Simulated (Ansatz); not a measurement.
System: OsO (charge 0, quintet). The spin state was set by rule; other spins were not relaxed. SMILES: [O]=[Os]
Geometry from a B3LYP-D3(BJ)/def2-TZVP (Ansatz, a first-principles code) optimisation:
```
Os
O 1 1.7347
```
Charge 0, spin multiplicity 5.

Wanted: atomisation energy (electronic, to ground-state atoms), in kJ/mol. Valence correlation only, unless marked. UHF or UKS for open shells. Spin-orbit coupling is left out. Frozen are the shells of the preceding noble gas and the d and f shells that filled before the atom's block. Past Kr the def2 sets carry scalar-relativistic core potentials. The coupled-cluster limit lacks core correlation, which all-electron functionals hold. CBS(X,Y): correlation extrapolated as X^-3; Hartree-Fock from the larger set.

| level | program | atomisation energy (kJ/mol) |
|---|---|---|
| HF/def2-TZVPPD | Ansatz | 115.0 |
| BLYP-D4/def2-TZVPD | Ansatz + dftd4 | 544.8 |

Q: Predict the CCSD(T)/CBS(def2-TZVPPD,def2-QZVPPD) result (Ansatz).

A: 470.2 kJ/mol, so BLYP-D4/def2-TZVPD differs from it by 74.6 kJ/mol.
